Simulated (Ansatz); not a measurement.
Start from `[SiH3]C(Cl)Cl` and change one atom or group to get `Cl[CH](Cl)[InH2]`.

Ansatz, PBE0-D4/def2-TZVP geometries, multiplicity 1. 

Elements past krypton have def2 core potentials.

| property | `[SiH3]C(Cl)Cl` |
| --- | --- |
| size of the dipole moment (B3LYP/def2-TZVPP) / D | 1.55 |
| HOMO–LUMO gap (B3LYP/def2-TZVPP) / eV | 7.26 |
| HOMO energy (PBE/def2-TZVPP) / eV | -6.87 |
| HOMO–LUMO gap (PBE0/def2-TZVPP) / eV | 7.73 |
| HOMO–LUMO gap (PBE/def2-TZVPP) / eV | 5.38 |
| LUMO energy (PBE/def2-TZVPP) / eV | -1.49 |

Task: Give the same properties after the change, and the shifts. (Estimate.)

Result: The calculation gave: 
```tsv
property	`Cl[CH](Cl)[InH2]`	shift
size of the dipole moment (B3LYP/def2-TZVPP) / D	1.93	0.38
HOMO–LUMO gap (B3LYP/def2-TZVPP) / eV	4.91	-2.35
HOMO energy (PBE/def2-TZVPP) / eV	-6.05	0.82
HOMO–LUMO gap (PBE0/def2-TZVPP) / eV	5.39	-2.34
HOMO–LUMO gap (PBE/def2-TZVPP) / eV	3.48	-1.90
LUMO energy (PBE/def2-TZVPP) / eV	-2.58	-1.09
```

With PBE0 the HOMO rises by 0.96 eV and the LUMO falls by 1.38 eV, so the gap narrows by about 2.34 eV. PBE moves the HOMO by 0.82 eV and ωB97M-V by 1.06 eV. The zero-point energy changes by -36.8 kJ/mol with -3 modes. Dipoles are sizes alone; their direction can turn.

B3LYP here is the variant with VWN-RPA as its local correlation; programs differ in this.
